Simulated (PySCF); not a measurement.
**Computed properties of C2H5ClGeO, SMILES [Cl][GeH]1[CH2]O[CH2]1**

C₂H₅ClGeO, SMILES [Cl][GeH]1[CH2]O[CH2]1. Coordinates come from a B3LYP-D3(BJ)/def2-SVP optimisation. The structure was generated by enumeration, and PubChem lists no compound with its InChIKey, so it may never have been made. The values are those of a single conformer. All values are computed for the isolated molecule unless a solvent is named; none is compared with measurement here.

**Structure.** The optimised structure has Cs symmetry. All 24 harmonic modes at B3LYP-D3(BJ)/def2-SVP (PySCF) are real, so it is a minimum. With heavy atoms numbered as in [Cl:1][GeH:2]1[CH2:3][O:4][CH2:5]1, the shortest bond between them is O4–C5 at 1.432 Å and the longest Cl1–Ge2 at 2.184 Å.

**Vibrations.** The strongest infrared lines (harmonic, unscaled, degenerate partners summed) lie at 2108 cm⁻¹ (149 km/mol, H 99 %), 1051 cm⁻¹ (91 km/mol, C 51 %, O 40 %, H 9 %), 724 cm⁻¹ (60 km/mol, H 39 %, C 36 %, O 24 %). The softest mode is at 72 cm⁻¹ and the zero-point energy is 42.0 kcal/mol.

**Electronic structure.** HF/def2-TZVP (PySCF) places the frontier levels at -10.99 and 3.15 eV, a gap of 14.14 eV, and gives a dipole moment of 1.23 D and a mean polarisability of 63.9 bohr³. PBE/def2-TZVP (PySCF) at the same geometry gives -6.07 and -1.15 eV, so its gap is 9.22 eV narrower. An orbital gap is neither the optical nor the fundamental gap.

**Excitations.** TDA-CAM-B3LYP/def2-SVPD (PySCF) has S1 at 6.42 eV (193 nm, f = 0.026, weak); the most intense of the 10 singlets computed lies at 7.52 eV (f = 0.08). T1 (TDA) is at 5.84 eV, 0.58 eV under S1. TDA-PBE/def2-SVPD (PySCF) puts S1 at 5.01 eV. No vertical singlet excitation falls in the visible range (under 3.1 eV).

**NMR.** GIAO shifts at HF/pcSseg-1 (PySCF) (non-relativistic, atoms alike by connectivity averaged): ¹³C at 76.5 ppm against TMS; ¹H from 4.8 to 6.2 ppm against TMS. Without spin–orbit terms, shifts of atoms bonded to Cl or Br come out too high.
